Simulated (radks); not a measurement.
Dynamic dipole polarisability and lines of the silicon ion Si4+, [Ne]. Method: non-relativistic Kohn-Sham, LDA (Slater exchange, VWN5 correlation), spin-unpolarised, spherical densities, point nucleus; computed with a radial shooting solver on a logarithmic mesh with Libxc functionals. Time-dependent linear response with the Hartree and adiabatic LDA kernel, continuum included through the Sternheimer equations. Lines are the poles of the dipole polarisability below minus the highest occupied eigenvalue, found on a grid refined at the orbital gaps; the lowest seven at most are given, and weak or close lines can be missed. The first line takes the name of the lowest orbital gap if no other gap lies below it; otherwise a line is named after a gap within 0.6 % of it, if that gap stands alone.

photon energy (eV),alpha (bohr^3)
0,0.1716
7.317,0.1720
17.072,0.1740
26.828,0.1777
36.584,0.1823
46.339,0.1893
56.095,0.2040
65.851,0.2217
75.606,0.2485
85.362,0.2968
95.117,0.4623
104.87,0.2310
114.63,0.5962
124.38,-0.4638
134.14,-2.838

Lines (eV, oscillator strength): 99.391 (12.47 nm, 2p-3s), f = 0.203; 121.20 (10.23 nm, unassigned), f = 0.844; 126.54 (9.798 nm, 2p-4s), f = 0.0305; 133.87 (9.262 nm, 2p-4d), f = 0.295; 139.32 (8.899 nm, unassigned), f = 0.143. Higher lines, where found, are left out when the end of the mesh affects them. Those listed give 45 % of the static polarisability (sum of f/w^2). Orbital energy gaps for comparison: 2p-3s 99.030 eV; 2p-3d 120.19 eV; 2p-4s 126.44 eV; 2p-4d 133.41 eV; 2p-5s 135.90 eV.
